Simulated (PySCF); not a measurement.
## Computed data sheet: `F[SiH2][Si@H]([SiH3])[SiH2]CCl`

Species: CH₁₀ClFSi₄.
Numbering: `[F:1][SiH2:2][Si@H:3]([SiH3:4])[SiH2:5][CH2:6][Cl:7]` (hydrogens: H8, H9 on Si2; H10 on Si3; H11, H12, H13 on Si4; H14, H15 on Si5; H16, H17 on C6)

Geometry (GFN2-xTB, Å), atoms numbered from 1 in this order:
```xyz
17
CH10ClFSi4 angstrom
F      0.997    2.691   -0.316
Si    -0.455    2.277    0.274
Si    -0.916    0.160   -0.574
Si    -2.238   -1.134    0.844
Si     1.023   -0.936   -1.280
C      2.359   -0.513    0.027
Cl     1.642   -0.712    1.653
H     -0.255    2.375    1.715
H     -1.286    3.393   -0.165
H     -1.706    0.378   -1.815
H     -2.269   -2.533    0.413
H     -1.769   -1.115    2.229
H     -3.631   -0.678    0.870
H      1.646   -0.589   -2.567
H      0.924   -2.403   -1.271
H      2.700    0.517   -0.036
H      3.227   -1.166   -0.011
```

Structural features include: C–Cl bond, Si–H bond and C–Si bond.

**GFN2-xTB geometry**

```
Point group of the GFN2-xTB geometry                  : C1
Rotational constants A, B, C of the GFN2-xTB geometry : 0.866, 0.835, 0.615 GHz
```

**PBE0/pcSseg-1 ground state and GIAO shieldings, non-relativistic (PySCF)**

```
Dipole moment                                               : 1.27 D
HOMO energy                                                 : -8.17 eV
LUMO energy                                                 : -1.35 eV
HOMO–LUMO gap                                               : 6.82 eV
Lowest Hirshfeld atomic charge                              : -0.21 e on F1
Highest Hirshfeld atomic charge                             : +0.33 e on Si2
13C chemical shifts (computed TMS as zero) by class         : 32.6 (C6) ppm
1H chemical shifts (computed TMS as zero) by class          : 5.92 (H9), 5.82 (H8), 4.59 (H14), 4.39 (H15), 3.63 (H11/H12/H13), 3.37 (H10), 3.34 (H16), 3.27 (H17) ppm
Isotropic shieldings of nuclei other than C and H, by class : 423 (F1), 329 (Si2), 400 (Si5), 457 (Si4), 494 (Si3), 889 (Cl7) ppm
Mayer bond orders between heavy atoms                       : F1–Si2 0.87, Si2–Si3 0.85, Si3–Si4 0.87, Si3–Si5 0.86, Si5–C6 0.85, C6–Cl7 0.94
```

Monoisotopic mass from the formula: 187.9532 u.

A dipole of 1.27 D is allowed in C1, and pure rotational transitions are dipole-allowed. The dipole matches unit charges of opposite sign 0.26 Å apart (1 e·Å = 4.8032 D). The rotational constants make it an asymmetric top with κ = (2B − A − C)/(A − C) = 0.8, nearer the oblate limit (+1). With B = h/(8π²I), that is 505.379 GHz u Å² over I, the principal moments of inertia are 583.6, 605.3 and 822.1 u Å² (most abundant isotopes).

One conformer (not necessarily the lowest) at the GFN2-xTB geometry, without solvent, vibrations or thermal averaging.
